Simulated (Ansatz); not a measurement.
Total energies of BF$_{3}$H$_{3}$P, SMILES `[BH3-][P+](F)(F)F`.

```csv
atom,x (Å),y (Å),z (Å)
B1,-1.077,0.002,0.136
P2,0.744,-0.001,-0.094
F3,1.407,1.302,-0.583
F4,1.622,-0.306,1.137
F5,1.337,-1.004,-1.105
H6,-1.243,0.865,0.964
H7,-1.303,-1.122,0.514
H8,-1.488,0.265,-0.968
```

Total charge 0; spin multiplicity 1. Geometry: relaxed with PBE0-D4/def2-TZVP. Basis def2-TZVPP, Ansatz.

RPA on PBE orbitals: Hartree–Fock energy of these orbitals -665.66751 Eh, correlation -1.59918 Eh (frozen core).

```csv
functional,energy without D4 (Eh),D4 term (kJ/mol)
LDA (SPW92),-664.34769,–
PBE,-667.31202,-14.0
revPBE,-667.61544,-46.5
BLYP,-667.75378,-31.7
r2SCAN,-667.63804,-3.3
B97M-V,-667.61494,–
PBE0,-667.34727,-11.6
B3LYP,-667.82188,-22.7
r2SCANh,-667.61867,-3.5
r2SCAN0,-667.59100,-3.8
HSE06 (plane-wave form),-667.32661,-10.7
BHLYP,-667.67300,-16.4
CAM-B3LYP,-667.72549,-11.6
LC-ωPBE,-667.51832,–
ωB97X-V,-667.63758,–
ωB97M-V,-667.69070,–
B2PLYP,-667.49012,–
PBE-QIDH,-667.22592,–
```

B3LYP takes the VWN-RPA correlation (the form of Gaussian; ORCA's B3LYP/G). HSE06 is the plane-wave form, built on full-range PBE exchange. The double hybrids freeze the cores in their second-order part.

LC-ωPBE has ω = 0.4 bohr⁻¹.
